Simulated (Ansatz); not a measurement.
Conformers of `F[SiH2]C[SiH3]`, each relaxed with PBE0-D4/def2-TZVP in Ansatz. CBS adds the triple-zeta coupled-cluster correction to the MP2 limit.

Not all of them had a frequency check.

Conformer A:

Cartesian coordinates in Å:
```
F 1.058 -1.115 -2.482
Si 0.150 -1.050 -1.163
C 0.506 0.510 -0.229
Si -0.493 0.730 1.344
H -1.267 -1.097 -1.600
H 0.473 -2.245 -0.345
H 1.570 0.532 0.031
H 0.312 1.366 -0.884
H -0.133 2.007 2.013
H -0.229 -0.391 2.284
H -1.947 0.751 1.032
```

Conformer B:

Cartesian coordinates in Å:
```
F -1.996 -0.367 -1.139
Si -0.790 0.689 -1.194
C 0.141 0.639 0.407
Si 0.727 -1.063 0.942
H 0.089 0.305 -2.326
H -1.391 2.023 -1.447
H 1.020 1.287 0.295
H -0.475 1.071 1.203
H -0.431 -1.925 1.290
H 1.490 -1.705 -0.161
H 1.615 -0.954 2.130
```

(1) Which is lowest in electronic energy at CCSD(T)/CBS (frozen core, def2 sets), and by how much? (An estimate is asked.)

(2) Give the energies relative to A (kJ/mol) with PBE-D4/def2-TZVPP, r2SCAN-D4/def2-TZVPP, PBE0-D4/def2-TZVPP, B2PLYP/def2-TZVPP, PBE/def2-TZVPP, SCS-MP2/def2-QZVPP, CCSD/CBS(def2). (Estimate.)

Answers

(1) The calculation gave: A; B lies 1.0 kJ/mol higher. Gaps under about 2 kJ/mol don't settle the order.

(2) Ansatz gave: 
| level | B |
| --- | --- |
| PBE-D4/def2-TZVPP | 1.0 |
| r2SCAN-D4/def2-TZVPP | 0.8 |
| PBE0-D4/def2-TZVPP | 0.9 |
| B2PLYP/def2-TZVPP | 1.0 |
| PBE/def2-TZVPP | 1.4 |
| SCS-MP2/def2-QZVPP | 1.0 |
| CCSD/CBS(def2) | 0.9 |
